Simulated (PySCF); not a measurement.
# Identify the compound

The spectra below were simulated for a compound C7H11NOSi.

1H NMR (600 MHz, computed): δ 7.53 (m, 1H), 5.65 (m, 1H), 5.64 (m, 1H), 4.77 (q, 2H), 4.07 (s, 3H), 0.32 (t, 3H).

13C{1H} NMR (computed): δ 142.3 (C), 139.6 (CH), 134.1 (C), 126.9 (CH2), 119.9 (C), 58.5 (CH3), -5.2 (CH3).

[PySCF: PBE0/pcSseg-1 with gauge-including orbitals; geometry from GFN2-xTB; non-relativistic Hamiltonian; isolated molecule; fast rotation and ring inversion assumed for equivalent nuclei; a single conformation]

References, each an isolated molecule treated in the same way: 1H and 13C vs TMS.

Choose the structure that fits.
A. C=C/C([SiH2]C)=C(/C#N)OC
B. C/N=C/c1ccc([SiH2]C)o1
C. C=CC(C=C)[C@@H](C#N)O[SiH3]

Results:

A. 

1. Rings plus π bonds: 4 (no ring in the answer).
2. 7 carbon signals for 7 carbons: no two carbons are equivalent.
3. Carbon types of the structure: 3 × C, 1 × CH, 1 × CH2, 2 × CH3, leaving 2 H on heteroatoms.
4. δC 142.3: alkene carbon bearing oxygen; an sp2 carbon further deshielded by the attached heteroatom.
5. δC 139.6: alkene CH; the olefinic region.
6. δC 134.1: β carbon of an enol-ether or enamine type C=C.
7. δC 126.9: terminal =CH2 carbon; as expected for a trigonal carbon in a double bond.
8. δC 119.9: nitrile carbon; C≡N carbons fall here, among the sp2 signals but without a proton.

The others: C=CC(C=C)[C@@H](C#N)O[SiH3] would give 9 signals for carbon-bound and other non-exchanging H, not 6; C/N=C/c1ccc([SiH2]C)o1 has carbons computed at 166.7, 159.7, 155.1, 129.7, 118.8, 52.4, -9.4, with a different DEPT pattern.

Shifts are as computed. Against solution values, carbons near 30 ppm lie about +3 ppm off and those near 130 ppm about +5 ppm. Of 1309 compounds with measured shifts, 239 miss one by over three times the rms of a fit or turn the order of signals round; such compounds aren't used in these exercises. No couplings were computed; multiplicities are counted from neighbouring protons, with m where these are inequivalent, close in shift, in a saturated or five-membered ring or joined by F or P, and br s for small geminal =CH2 splittings.
